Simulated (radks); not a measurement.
Spherical quantum dot in the effective-mass picture: electrons in a hard-walled sphere of radius 11.8, with a point charge +1 (a donor) at the centre, all in effective atomic units (hartree* = m*/eps^2 hartree, bohr* = eps/m* bohr), one dielectric constant everywhere. Method: non-relativistic Kohn-Sham, LDA (Slater exchange, Perdew-Wang correlation), spin-polarised, spherical densities; computed with a radial shooting solver with Libxc functionals. Levels are named by radial order and angular momentum (1s, 1p, 1d, 2s, ...), and open shells are averaged over m. Results are scaled to m* = 0.18 and eps = 11.2, for which hartree* = 39.05 meV and bohr* = 3.293 nm. Each electron was tried in the lowest free levels, single moves between levels near the top were tried too, and the lowest total energy was kept; such a search can miss a lower state. At N = 1 the Hartree and exchange-correlation terms need not cancel, so that row can carry a self-interaction error.

N                         open shells  2S   E (meV)  mu = E(N) - E(N-1) (meV)  addition energy mu(N+1) - mu(N) (meV)  rms radius (nm)
1                    1s(up 1, down 0)   1  -18.6922                   -18.692                                  17.41            6.059
2                                none   0  -19.9761                   -1.2840                                  8.534            10.59
3                    2s(up 1, down 0)   1  -12.7260                    7.2501                                  3.682            17.98
4   1p(up 1, down 0) 2s(up 1, down 0)   2  -1.79412                    10.932                                  3.723            20.95
5                    1p(up 3, down 0)   3   12.8610                    14.655                                  3.930            22.86
6   1p(up 3, down 0) 2s(up 1, down 0)   4   31.4457                    18.585                                  4.572            24.00
7   1p(up 3, down 1) 2s(up 1, down 0)   3   54.6019                    23.156                                  3.676            25.00
8   1p(up 3, down 2) 2s(up 1, down 0)   2   81.4341                    26.832                                  3.742            25.76
9                    2s(up 1, down 0)   1   112.008                    30.574                                  4.932            26.36
10  1d(up 1, down 0) 2s(up 1, down 0)   2   147.514                    35.506                                  3.744            26.88
11  1d(up 2, down 0) 2s(up 1, down 0)   3   186.764                    39.250                                  3.751            27.32
12  1d(up 3, down 0) 2s(up 1, down 0)   4   229.765                    43.001                                  3.754            27.69
13  1d(up 4, down 0) 2s(up 1, down 0)   5   276.520                    46.755                                  3.755            28.01
14  1d(up 5, down 0) 2s(up 1, down 0)   6   327.030                    50.510                                  4.493            28.29
15  1d(up 5, down 1) 2s(up 1, down 0)   5   382.034                    55.003                                  3.696            28.55
16  1d(up 5, down 2) 2s(up 1, down 0)   4   440.733                    58.699                                  3.705            28.77
17  1d(up 5, down 3) 2s(up 1, down 0)   3   503.137                    62.404                                  3.710            28.97
18  1d(up 5, down 4) 2s(up 1, down 0)   2   569.250                    66.114                                  3.712            29.16
19                   2s(up 1, down 0)   1   639.076                    69.826                                  5.186            29.33
20  2s(up 1, down 0) 1f(up 1, down 0)   2   714.087                    75.012                                  3.688            29.50
21  2s(up 1, down 0) 1f(up 2, down 0)   3   792.787                    78.700                                  3.689            29.66
22  2s(up 1, down 0) 1f(up 3, down 0)   4   875.175                    82.389                                  3.689            29.80
23  2s(up 1, down 0) 1f(up 4, down 0)   5   961.253                    86.078                                  3.689            29.94
24  2s(up 1, down 0) 1f(up 5, down 0)   6   1051.02                    89.767                                  3.688            30.06
25  2s(up 1, down 0) 1f(up 6, down 0)   7   1144.47                    93.455                                  3.687            30.18
26  2s(up 1, down 0) 1f(up 7, down 0)   8   1241.62                    97.142                                  4.435            30.29
27  2s(up 1, down 0) 1f(up 7, down 1)   7   1343.19                    101.58                                  3.654            30.39
28  2s(up 1, down 0) 1f(up 7, down 2)   6   1448.42                    105.23                                  3.656            30.49
29  2s(up 1, down 0) 1f(up 7, down 3)   5   1557.31                    108.89                                  3.657            30.59
30  2s(up 1, down 0) 1f(up 7, down 4)   4   1669.85                    112.54                                  3.658            30.68
31  2s(up 1, down 0) 1f(up 7, down 5)   3   1786.06                    116.20                                  3.658            30.76
32  2s(up 1, down 0) 1f(up 7, down 6)   2   1905.92                    119.86                                  3.658            30.84
33                   2s(up 1, down 0)   1   2029.43                    123.52                                  5.436            30.92
34  2s(up 1, down 0) 1g(up 1, down 0)   2   2158.39                    128.95                                  3.643            31.00
35  2s(up 1, down 0) 1g(up 2, down 0)   3   2290.99                    132.60                                  3.643            31.07
36  2s(up 1, down 0) 1g(up 3, down 0)   4   2427.23                    136.24                                  3.642            31.14
37  2s(up 1, down 0) 1g(up 4, down 0)   5   2567.11                    139.88                                  3.642            31.21
38  2s(up 1, down 0) 1g(up 5, down 0)   6   2710.63                    143.52                                  3.642            31.28
39  2s(up 1, down 0) 1g(up 6, down 0)   7   2857.80                    147.17                                  3.641            31.34
40  2s(up 1, down 0) 1g(up 7, down 0)   8   3008.61                    150.81                                      -            31.40

All shells are closed at N = 2 (there: 1s2); the second difference of the energy has clear peaks (12 % above both neighbours; the first and last values, which can be the largest, are not judged, and half-filled shells can peak too) at N = 6, 9, 14, 19, 26, 33.
